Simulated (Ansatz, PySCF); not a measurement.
CH₉ClN₂Si₂, SMILES C[Si@@](N)(Cl)[SiH2]N. Atoms are numbered in the order given.

```xyz
15

C     -1.4047    -1.6713    -0.2996
Si    -0.5379    -0.0238    -0.1098
N     -0.9050     0.9205    -1.5142
Cl    -1.2681     0.8288     1.6902
Si     1.7986    -0.1338     0.0780
N      2.5796    -0.9452    -1.2575
H     -2.4908    -1.5270    -0.4257
H     -1.2551    -2.2996     0.5919
H     -1.0232    -2.2123    -1.1805
H     -0.4999     1.8503    -1.5928
H     -1.8647     0.9396    -1.8539
H      2.3172     1.2694     0.1652
H      2.1747    -0.8738     1.3212
H      2.3719    -0.6114    -2.1958
H      2.5694    -1.9618    -1.2548
```

Geometry optimised at r2SCAN-D4/def2-SVP. The structure was generated by enumeration; whether it is a known compound was not checked. The values are those of a single conformer.

Two levels are set side by side: PBE-D3(BJ)/def2-SVP (Ansatz, a quantum-chemistry and plane-wave program) and r2SCAN-D4/def2-SVP (Ansatz). Each level has its own optimised geometry; the coordinates shown are those of the second. Frequencies come from the Hessian of PySCF at each geometry. Differences are taken from unrounded values.

```json
[
 {"quantity": "mean bond length (Å)", "r2SCAN-D4": "1.442"},
 {"quantity": "bond C1–Si2 (Å)", "r2SCAN-D4": "1.871"},
 {"quantity": "bond Si2–N3 (Å)", "r2SCAN-D4": "1.732"},
 {"quantity": "bond Si2–Cl4 (Å)", "r2SCAN-D4": "2.121"},
 {"quantity": "bond Si2–Si5 (Å)", "r2SCAN-D4": "2.347"},
 {"quantity": "bond Si5–N6 (Å)", "r2SCAN-D4": "1.747"},
 {"quantity": "bond C1–H7 (Å)", "r2SCAN-D4": "1.103"},
 {"quantity": "bond C1–H8 (Å)", "r2SCAN-D4": "1.101"},
 {"quantity": "bond C1–H9 (Å)", "r2SCAN-D4": "1.102"},
 {"quantity": "bond N3–H10 (Å)", "r2SCAN-D4": "1.017"},
 {"quantity": "bond N3–H11 (Å)", "r2SCAN-D4": "1.018"},
 {"quantity": "bond Si5–H12 (Å)", "r2SCAN-D4": "1.499"},
 {"quantity": "bond Si5–H13 (Å)", "r2SCAN-D4": "1.495"},
 {"quantity": "bond N6–H14 (Å)", "r2SCAN-D4": "1.017"},
 {"quantity": "bond N6–H15 (Å)", "r2SCAN-D4": "1.017"},
 {"quantity": "highest harmonic wavenumber (cm⁻¹)", "r2SCAN-D4": "3655"},
 {"quantity": "mean harmonic wavenumber (cm⁻¹)", "r2SCAN-D4": "1217"},
 {"quantity": "zero-point energy (kcal/mol)", "r2SCAN-D4": "67.86"}
]
```

**Question.** What does PBE-D3(BJ) give, and how far is it from r2SCAN-D4? (The exact figures need the calculation; the answer reports its results.)

**Answer.** 
```csv
quantity,PBE-D3(BJ),PBE-D3(BJ) minus r2SCAN-D4
mean bond length (Å),1.451,0.009
bond C1–Si2 (Å),1.883,0.011
bond Si2–N3 (Å),1.746,0.014
bond Si2–Cl4 (Å),2.128,0.007
bond Si2–Si5 (Å),2.352,0.005
bond Si5–N6 (Å),1.762,0.015
bond C1–H7 (Å),1.110,0.007
bond C1–H8 (Å),1.108,0.007
bond C1–H9 (Å),1.109,0.007
bond N3–H10 (Å),1.025,0.008
bond N3–H11 (Å),1.026,0.008
bond Si5–H12 (Å),1.509,0.010
bond Si5–H13 (Å),1.505,0.010
bond N6–H14 (Å),1.026,0.008
bond N6–H15 (Å),1.025,0.008
highest harmonic wavenumber (cm⁻¹),3554,-101
mean harmonic wavenumber (cm⁻¹),1188,-29
zero-point energy (kcal/mol),66.25,-1.62
```
